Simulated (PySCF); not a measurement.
## Peak assignment

Atoms are numbered as in `[CH3:1][O:2][CH2:3]/[C:4]([CH3:5])=[CH:6]\[SiH2:7][F:8]`. Each H is labelled by its parent atom.

PySCF 2.14.0 with density-fitted response routines calculation with geometry from GFN2-xTB and GIAO PBE0/pcSseg-1 shieldings; averaged over atoms made equivalent by symmetry, fast rotation or ring inversion, one computed conformer, relativity neglected, isolated molecule.

Shifts are taken against calculated references (same method and geometry level): TMS for 13C, 1H.

Q: Assign these signals to the numbered atoms. 13C{1H} NMR (computed): δ 164.4, 127.4, 79.2, 60.0, 25.8.

A: 
| δ (ppm) | atoms | environment | reason |
| --- | --- | --- | --- |
| 164.4 | C4 | fully substituted alkene carbon | the olefinic region |
| 127.4 | C6 | alkene CH | an sp2 carbon of a C=C bond |
| 79.2 | C3 | allylic sp3 CH2 bonded to O | deshielded by the electronegative neighbour |
| 60.0 | C1 | methyl carbon bonded to O | pulled downfield by the heteroatom |
| 25.8 | C5 | allylic methyl carbon | saturated and bonded to C and H only |

Q: Assign these signals to the numbered atoms. 1H NMR (400 MHz, computed): δ 5.86 (m, 1H), 5.19 (m, 2H), 3.98 (s, 2H), 3.63 (s, 3H), 1.92 (s, 3H).

A: 
| δ (ppm) | atoms | environment | reason |
| --- | --- | --- | --- |
| 5.86 | H(C6) | hydrogen on an alkene CH | attached to an sp2 carbon and in the plane of the double bond |
| 5.19 | H(Si7) | hydrogen on a silicon bonded to C, F | – |
| 3.98 | H(C3) | hydrogen on an allylic sp3 CH2 bonded to O | its carbon carries O, which withdraws density |
| 3.63 | H(C1) | hydrogen on a methyl carbon bonded to O | its carbon carries O, an electronegative neighbour |
| 1.92 | H(C5) | hydrogen on an allylic methyl carbon | allylic position |

Splittings by 19F in the carbon and heteronuclear signals aren't shown, as no couplings were computed. Shifts are as computed. Against solution values, carbons near 30 ppm lie about +3 ppm off and those near 130 ppm about +5 ppm. Of 1309 compounds with measured shifts, 239 miss one by over three times the rms of a fit or turn the order of signals round; such compounds aren't used in these exercises. No couplings were computed; multiplicities are counted from neighbouring protons, with m where these are inequivalent, close in shift, in a saturated or five-membered ring or joined by F or P, and br s for small geminal =CH2 splittings.
